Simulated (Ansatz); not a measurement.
Basis sets compared for (AgF)2 ring (Ag2F2). Total charge 0; singlet. Geometry r2SCAN-D4/def2-TZVP. Ansatz on 4 threads of Arm Neoverse V1 on a shared host; times are rough, and most runs start from earlier orbitals.

```xyz
4

Ag    0.7678    1.2300    0.0004
F     0.6321   -0.3941    1.4714
Ag   -0.7701   -1.2283    0.0010
F    -0.6298    0.3924   -1.4728
```

In the def2 sets Ag takes a core potential; there is no spin–orbit coupling.

Binding counts from free atoms (Ag doublet, F doublet) in the same basis, without a counterpoise term.

```tsv
level	functions	energy (Eh)	HOMO (eV)	LUMO (eV)	binding per atom (eV)	wall time
PBE-D4/def2-SVP	90	-493.3015	-5.62	-3.57	2.25	0.75 s
PBE-D4/def2-TZVP	142	-493.6251	-5.87	-3.72	2.18	1.1 s
r2SCAN-D4/def2-TZVP	142	-493.8046	-6.03	-3.40	2.15	2.3 s
PBE0-D4/def2-SVP	90	-493.2647	-7.14	-2.57	2.08	1.2 s
PBE0-D4/def2-TZVP	142	-493.5839	-7.39	-2.69	2.03	1.4 s
```

(1) Estimate the rows for PBE-D4/def2-TZVPD, r2SCAN-D4/def2-TZVPD, PBE0-D4/def2-TZVPD.

## Answers

(1) 
| level | functions | energy (Eh) | HOMO (eV) | LUMO (eV) | binding per atom (eV) | wall time |
| --- | --- | --- | --- | --- | --- | --- |
| PBE-D4/def2-TZVPD | 160 | -493.6298 | -5.92 | -3.75 | 2.19 | 1.4 s |
| r2SCAN-D4/def2-TZVPD | 160 | -493.8090 | -6.06 | -3.41 | 2.17 | 2.9 s |
| PBE0-D4/def2-TZVPD | 160 | -493.5884 | -7.44 | -2.71 | 2.05 | 1.8 s |
